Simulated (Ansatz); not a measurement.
A made-up structure of CH$_{3}$ClZn, closed shell:

Cl1  (0.952, -1.678, -0.378)
C2  (-0.231, -0.328, -0.565)
Zn3  (0.119, 0.883, 0.930)
H4  (-0.057, 0.104, -1.550)
H5  (-1.222, -0.779, -0.561)
H6  (-0.252, -0.158, 0.481)
(Å)

It is relaxed with PBE-D4/def2-SVP and then PBE0-D4/def2-TZVP (Ansatz 0.2.0). Atoms count as bonded within 1.22 times the sum of their covalent radii (H–H: 0.88 Å). The end point is not checked to be a true minimum.

Problem. Does its bonding change? (A judgement: the text doesn't fix the answer.)

Solution. By the calculation: Yes. Formed: none; broken: C2–Zn3, Zn3–H6.

Where it ends: The first stage lowers the energy by 5.37 eV in 14 steps. It ends as a complex of CH₃Cl ([CH3][Cl]) + Zn:
Cl1  (1.041, -1.340, -0.161)
C2  (-0.445, -0.636, -0.824)
Zn3  (0.921, 1.512, 2.200)
H4  (-0.274, -0.382, -1.867)
H5  (-1.245, -1.368, -0.737)
H6  (-0.688, 0.259, -0.252)
(Å)

Labels in which every atom is bracketed show which atoms are joined, not bond orders.

For scale, one of the runs: PBE0-D4/def2-TZVP relaxation, 134 basis functions, launched by `ansatz run in.yaml --threads 2 --pin off --events-out ev --progress --plain --max-ram 4352MiB`. The run took about 27 s on 2 CPU threads of an Arm Neoverse V2 (shared host).
